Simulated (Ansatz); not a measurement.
Al8As8H22⁺, a nanocrystal cut from wurtzite AlAs (hydrogen-capped). The state is a doublet with charge 1. Geometry PBE-D4/def2-SVP, that of the neutral singlet; atoms count from 1.

```csv
atom,x (Å),y (Å),z (Å)
Al1,3.5785,-1.6002,2.7174
As2,4.1601,-1.4007,0.2332
As3,1.1327,-1.0748,2.4207
Al4,0.7190,1.2574,1.6664
Al5,2.4892,-0.8746,-1.5630
As6,1.4099,1.2160,-0.7490
As7,-1.7240,1.7041,1.5570
Al8,-2.2719,4.0862,0.9476
Al9,-0.3244,1.8631,-2.4137
As10,-1.3251,3.9408,-1.4254
Al11,0.0056,-2.8665,1.1345
As12,0.6508,-2.5048,-1.2413
As13,-2.3919,-2.1018,1.1485
Al14,-3.0736,0.1288,0.2037
Al15,-1.3229,-2.2297,-2.8012
As16,-2.0114,0.0855,-2.0460
H17,4.3324,-0.3959,3.4553
H18,3.7604,-3.1484,3.0867
H19,5.3082,-0.4147,0.0459
H20,4.9061,-2.6481,-0.2280
H21,0.5150,-1.1517,3.8162
H22,1.5356,2.3540,2.4927
H23,3.1278,-0.7899,-3.0235
H24,2.4898,2.2879,-0.8717
H25,-2.2229,1.5118,2.9885
H26,-1.3334,5.1075,1.7472
H27,-3.8561,4.2515,0.7765
H28,0.2013,2.0569,-3.9084
H29,-0.3009,5.0490,-1.6456
H30,-2.3596,4.4385,-2.4291
H31,0.1725,-4.3560,1.6843
H32,1.2753,-3.8438,-1.6265
H33,-2.8688,-2.1413,2.5984
H34,-3.2940,-3.2005,0.5984
H35,-4.6559,0.3402,0.2247
H36,-0.8071,-2.1703,-4.3155
H37,-2.4626,-3.2413,-2.2870
H38,-3.1637,0.4756,-2.9687
```

Single mean-field runs in def2-SVP are fitted with def2-universal-jkfit.

Estimate the Mulliken populations of the heavy atoms from the PBE0/def2-SVP orbitals of Ansatz.


| atom | charge (e) | spin (α − β) |
| --- | --- | --- |
| Al1 | 0.45 | 0.02 |
| As2 | -0.25 | 0.05 |
| As3 | -0.47 | 0.21 |
| Al4 | 0.53 | -0.02 |
| Al5 | 0.51 | 0.00 |
| As6 | -0.54 | 0.06 |
| As7 | -0.47 | 0.21 |
| Al8 | 0.45 | 0.02 |
| Al9 | 0.51 | 0.00 |
| As10 | -0.25 | 0.05 |
| Al11 | 0.53 | -0.02 |
| As12 | -0.53 | 0.05 |
| As13 | -0.22 | 0.09 |
| Al14 | 0.53 | -0.02 |
| Al15 | 0.42 | 0.02 |
| As16 | -0.53 | 0.06 |
Mulliken values depend strongly on the basis.

Where does the spin sit?

Summed by element: Al 0.02, As 0.78, H 0.20, of 1 unpaired in all. Largest on single atoms: As3 0.21, As7 0.21, As13 0.09.

And the Mayer bond orders between heavy atoms (over 0.3)?

Al1–As2 0.56 (2.56 Å); Al1–As3 0.52 (2.52 Å); As2–Al5 0.68 (2.51 Å); As3–Al4 0.69 (2.49 Å); As3–Al11 0.73 (2.48 Å); Al4–As6 0.69 (2.51 Å); Al4–As7 0.69 (2.49 Å); Al5–As6 0.68 (2.49 Å); Al5–As12 0.75 (2.48 Å); As6–Al9 0.68 (2.49 Å); As7–Al8 0.52 (2.52 Å); As7–Al14 0.73 (2.48 Å); Al8–As10 0.56 (2.56 Å); Al9–As10 0.68 (2.51 Å); Al9–As16 0.75 (2.48 Å); Al11–As12 0.75 (2.49 Å); Al11–As13 0.64 (2.52 Å); As12–Al15 0.54 (2.53 Å); As13–Al14 0.64 (2.52 Å); Al14–As16 0.75 (2.49 Å); Al15–As16 0.54 (2.53 Å).
